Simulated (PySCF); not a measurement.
**Do core-level shifts follow atomic charges?**

Species: C₆H₁₄AlN.
Numbering: `[CH3:1][C:2]#[C:3][CH2:4][N+:5]([CH3:6])([CH3:7])[AlH3-:8]`

Binding energies: delta-SCF UKS SCAN, pcX-2 on the ionised atom, pcseg-1 elsewhere, spin-free X2C (PySCF). Charges: PBE0/pcSseg-1 ground-state density, for the ionised atom.

```csv
atom,environment,C 1s (eV),Mulliken (e),IAO (e),Hirshfeld (e),ESP (e)
C3,alkyne carbon,290.48,-0.046,-0.101,-0.063,-0.110
C2,alkyne carbon,290.65,-0.296,-0.033,-0.037,+0.056
C6,N-methyl carbon,291.92,-0.089,-0.306,-0.054,-0.499
C1,propargylic carbon,291.97,-0.217,-0.429,-0.092,-0.496
C4,sp3 carbon bound to nitrogen,292.56,+0.021,-0.167,+0.004,-0.340
```

**Question.** Give the correlation coefficient and slope of binding energy on charge for each scheme.

**Answer.** Mulliken: r = 0.41, slope 2.9 eV per e; Hirshfeld: r = 0.30, slope 7.6 eV per e; IAO: r = -0.62, slope -3.5 eV per e; ESP: r = -0.81, slope -3.0 eV per e. On 5 points no scheme stands out.

**Question.** The point-charge model writes a binding energy as kq + V + constant, with V the potential of the other atoms' charges at the site. What does it give with the ESP charges?

**Answer.** V = Σ 14.40 eV Å × q/r over all other atoms: -0.08 eV at C3, -2.36 eV at C2, +7.12 eV at C6, +7.26 eV at C1, +4.39 eV at C4. Fitting binding energy − V to q gives k = 14.7 eV per e and leaves an rms residual of 0.42 eV, against 0.48 eV for the fit on q alone. The model has no term for differences in relaxation between sites.

Isolated species at its PBE0-D3(BJ)/def2-SVP geometry (one conformer only).

The values belong to the conformer `[CH3:1][C:2]#[C:3][CH2:4][N+:5]([CH3:6])([CH3:7])[AlH3-:8]`: C3–C4–N5–C6 -62°.
